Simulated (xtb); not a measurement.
5-methylidene-1,3-dioxolan-4-one (C4H4O3), SMILES C=C1OCOC1=O. All values are semi-empirical tight-binding results from xtb (GFN2-xTB unless named), good for trends rather than for accurate numbers. The structure is a stationary point at GFN2-xTB. One conformer was computed; it need not be the lowest.

Optimised geometry:

Bonds (Å): C1–C2 1.327, C1–H8 1.074, C1–H9 1.074, C2–O3 1.365, C2–C6 1.489, O3–C4 1.404, C4–O5 1.400, C4–H10 1.101, C4–H11 1.101, O5–C6 1.356, C6–O7 1.192. Angles (°): C2–C1–H8 118.8, C2–C1–H9 122.0, H8–C1–H9 119.2, C1–C2–O3 126.2, C1–C2–C6 126.2, O3–C2–C6 107.6, C2–O3–C4 107.9, O3–C4–O5 108.8, O3–C4–H10 109.8, O3–C4–H11 109.8, O5–C4–H10 109.6, O5–C4–H11 109.6, H10–C4–H11 109.4, C4–O5–C6 109.5, C2–C6–O5 106.2, C2–C6–O7 129.4, O5–C6–O7 124.4.

The point group as xtb finds it is Cs, the orbital gap comes out as 3.53 eV and the dipole moment is 3.25 D. The zero-point energy is 47.5 kcal/mol and the G − E(el) at 298.15 K (modified RRHO) is 28.7 kcal/mol. The static polarisability (D4 model) is 57.4 bohr³ and the solvation energy, GFN2-xTB/ALPB(water) is -3.1 kcal/mol. The solvation energy, GFN2-xTB/ALPB(toluene) comes out as -6.0 kcal/mol.

Give the IR lines (harmonic; lines under 4 % of the strongest left out, lines within 3 cm⁻¹ merged). (Estimate from the structure and the level; the computed values follow.)

ν (cm⁻¹): 361 (w), 864 (w), 1070 (m), 1084 (m), 1242 (vs), 1701 (m), 1827 (vs), 2868 (w), 2906 (w) (against the strongest line: vs over 80 %, s over 45 %, m over 15 %, w over 4 %, vw less)

Give the atomic charges and the Wiberg bond orders between heavy atoms. (Estimate from the structure and the level; the computed values follow.)

charges (e) C1 -0.11, C2 0.11, O3 -0.27, C4 0.21, O5 -0.26, C6 0.35, O7 -0.35, H8 0.09, H9 0.08, H10 0.07, H11 0.07. Bond orders C1–C2 1.80, C2–O3 1.04, O3–C4 0.98, C4–O5 0.98, C2–C6 0.98, O5–C6 1.07, C6–O7 1.78.
